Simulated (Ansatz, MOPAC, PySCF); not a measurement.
Dimer: C2H2 (SMILES C#C) (first 4 atoms) with CH4O (SMILES CO); geometry from B3LYP-D3(BJ)/def2-TZVP, rigid monomers moved along the line of their centres of mass till C2···H10 is 2.16 Å.
(charge 0, multiplicity 1):
```xyz
10

C      0.341     0.380     0.137
C     -0.401    -0.538     0.338
H      0.997     1.195    -0.052
H     -1.057    -1.354     0.523
C     -0.010     0.296     3.819
O      0.751    -0.688     3.138
H      0.415     1.300     3.706
H      0.003     0.037     4.877
H     -1.053     0.321     3.482
H      0.714    -0.498     2.193
```

Interaction energies are E(AB) − E(A) − E(B) at the monomers' geometry in the complex; basis-set methods are counterpoise corrected. Rows marked so take none.

Rows in 6-31G* carry no dispersion term and start afresh at each structure (6-31G* with six Cartesian d functions). MP2/6-31G* freezes PySCF's default core. The state reached by PM6 isn't checked.

Run with Ansatz (Gaussian orbitals); MOPAC for PM6 (differences of heats of formation); PySCF for 6-31G* rows. 

### Question
One of these levels gives 25.9 meV for the interaction energy. Name it.
A. HF/6-31G*
B. PBE0/def2-TZVPPD
C. PM6
D. MP2/6-31G* (no counterpoise)

### Answer
C, PM6. The others give 48.1 (HF/6-31G*), -71.5 (PBE0/def2-TZVPPD), -123.3 (MP2/6-31G* (no counterpoise))

Ansatz is a first-principles code.
